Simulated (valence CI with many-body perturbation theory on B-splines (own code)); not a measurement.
**Ir LXII: key properties**

Computed by relativistic CI+MBPT: six valence electrons over a frozen Dirac-Fock core [Ne], radial functions for each j: 9 s, 9 p, 8 d, 6 f, 3 g, 1 h, with the one-electron correlation potential Σ1, the two-electron term Σ2, the three-electron term Σ3, Breit, model QED; selected CI, second order for the rest, scaled by the run's own slope (own B-spline code, finite nucleus).

The last digits are not significant, and no measured levels were compared; by estimate large intervals hold to a few tenths of a per cent, small ones and those within an open d or f shell to about a per cent. Among the levels kept, up to 950 cm⁻¹ of a level comes from second order outside the variational space, and about a tenth of that is noise between levels of different J, which matters for small intervals.

Levels are named by their leading jj configuration (3d3/2^4 stands for four electrons in 3d with j = 3/2), which in mixed levels can hold well under half, so a name can repeat and another be missing.

Rates and lifetimes use the calculated energies. Strong lines usually hold to 10 to 20 %, long lifetimes can be off by a factor of two.

Question: What is the ground level?

Answer: (3s^2 3p1/2^2 3p3/2^2) J=2, composition 68 % 3s²3p⁴ ³P + 32 % 3s²3p⁴ ¹D, g = 1.328.

Question: Name the longest-lived excited levels whose lifetime is computed, and their main decay.

Answer: (3s^2 3p1/2^2 3p3/2 3d3/2) J=0 at 256.51 eV lives 194 ms, mostly by M2 to (3s^2 3p1/2^2 3p3/2^2) J=2; (3s^2 3p1/2^2 3p3/2^2) J=0 at 20.84 eV lives 64.9 ms, mostly by E2 to (3s^2 3p1/2^2 3p3/2^2) J=2; (3s^2 3p1/2^2 3p3/2 3d5/2) J=4 at 348.07 eV lives 215 ns, mostly by M1 to (3s^2 3p1/2^2 3p3/2 3d3/2) J=3.

Question: Among levels below 798.71 eV, which E1 lines absorb most strongly from the ground level?

Answer: to (3s^2 3p1/2 3p3/2^2 3d3/2) J=2 at 1.743 nm, f = 0.255; to (3s^2 3p1/2 3p3/2^2 3d3/2) J=3 at 1.762 nm, f = 0.252; to (3s^2 3p1/2 3p3/2^2 3d3/2) J=1 at 1.728 nm, f = 0.171.

Question: What are the static dipole polarisabilities of the lowest levels?

Answer: (3s^2 3p1/2^2 3p3/2^2) J=2 0.00261 (tensor 8.3e-06); (3s^2 3p1/2^2 3p3/2^2) J=0 0.00260 bohr³, of which the core gives 3.70e-05.

Question: How well does LS coupling describe the low levels?

Answer: Among the lowest 20 levels the leading LS term, summed over configurations, holds 49 % on average. For single configurations the figures are 48 % in LS and 96 % in jj coupling. Terms mix most in the J = 2 level at 622.20 eV, where the leading one holds 23 %.
